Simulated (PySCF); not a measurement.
# Simulated absorption spectrum

C7H5F2N.
Z-matrix (Å and degrees, GFN2-xTB geometry), rows numbered from 1:
```
C 
N   1  1.2537
C   2  1.3774  1  125.19
C   3  1.3967  2  119.54  1   132.46
C   4  1.3797  3  120.84  2   175.40
C   5  1.3856  4  120.69  3    -1.70
C   6  1.3830  5  119.01  4     0.47
F   7  1.3446  6  119.52  5  -179.74
C   7  1.3863  6  120.85  5     1.22
F   9  1.3490  3  119.64  2     4.79
H   1  1.0917  2  124.95  3    -5.27
H   1  1.0806  2  117.81  3   175.94
H   4  1.0782  3  118.08  2    -5.69
H   5  1.0786  4  119.79  3   178.97
H   6  1.0775  5  121.80  4  -179.17
```

Method used: TDDFT CAM-B3LYP/def2-SVPD, vertical, gas phase, core orbitals frozen in the response (PySCF 2.14.0, density-fitted response routines).

Broadening: Gaussians 0.25 eV wide at half height, area fixed by f = 4.319×10⁻⁹ ∫ε dν̃. The width is an assumption, not a result. The curve ends short of the highest state used, and states not computed would add to its high-energy end.

| E (eV) | ε (L mol⁻¹ cm⁻¹) |
| --- | --- |
| 3.85 | 15 |
| 3.90 | 71 |
| 3.96 | 335 |
| 4.02 | 1143 |
| 4.07 | 2493 |
| 4.13 | 4743 |
| 4.19 | 6556 |
| 4.24 | 6727 |
| 4.30 | 5177 |
| 4.35 | 3261 |
| 4.41 | 1397 |
| 4.47 | 435 |
| 4.52 | 129 |
| 4.58 | 22 |
| 4.64 | 3 |
| 4.69 | 0 |
| 4.75 | 0 |
| 4.81 | 1 |
| 4.86 | 5 |
| 4.92 | 16 |
| 4.98 | 43 |
| 5.03 | 75 |
| 5.09 | 110 |
| 5.15 | 117 |
| 5.20 | 96 |
| 5.26 | 57 |
| 5.32 | 24 |
| 5.37 | 9 |
| 5.43 | 2 |
| 5.49 | 3 |
| 5.54 | 16 |
| 5.60 | 112 |
| 5.66 | 565 |
| 5.71 | 1705 |
| 5.77 | 4801 |
| 5.83 | 9910 |
| 5.88 | 14467 |
| 5.94 | 18031 |
| 6.00 | 19001 |
| 6.05 | 19095 |
| 6.11 | 19073 |
| 6.17 | 17445 |
| 6.22 | 14092 |
| 6.28 | 8943 |

Question: Where are the band maxima, and which computed states make them?

Answer: 294 nm (4.22 eV), ε about 6800, made up of S1 (100%); 242 nm (5.13 eV), ε about 120, made up of S2 (100%); 204 nm (6.09 eV), ε about 19000, made up of S3 (29%) and S4 (69%) (ε in L mol⁻¹ cm⁻¹; maxima over ε = 5, shares over 10%). The states used: S1 4.22 eV (f 0.063); S2 5.13 eV (f 0.0011); S3 5.93 eV (f 0.145); S4 6.15 eV (f 0.143); S5 6.28 eV (f 0.018); S6 6.62 eV (f 0.086); S7 6.79 eV (f 0.056); S8 6.88 eV (f 0.460).

Question: What would ε be at 6.09 eV, the highest of these maxima, with half the width (0.125 eV)?

Answer: About 18400 L mol⁻¹ cm⁻¹ against 19200, a factor of about 1.0; a lone state at its own centre would give exactly 2.

Question: Coming from long wavelengths, where does ε first pass 100 L mol⁻¹ cm⁻¹?

Answer: At about 317 nm (3.91 eV), 0.31 eV below S1.

Question: On this curve, what absorbance would a 10⁻³ mol/L sample give at 280 nm over a 1 cm path?

Answer: 280 nm is 4.428 eV, where ε is about 1000 L mol⁻¹ cm⁻¹, so A = ε c l ≈ 1 (Beer–Lambert, with the gas-phase spectrum and the assumed width).

One conformer stands for the species.
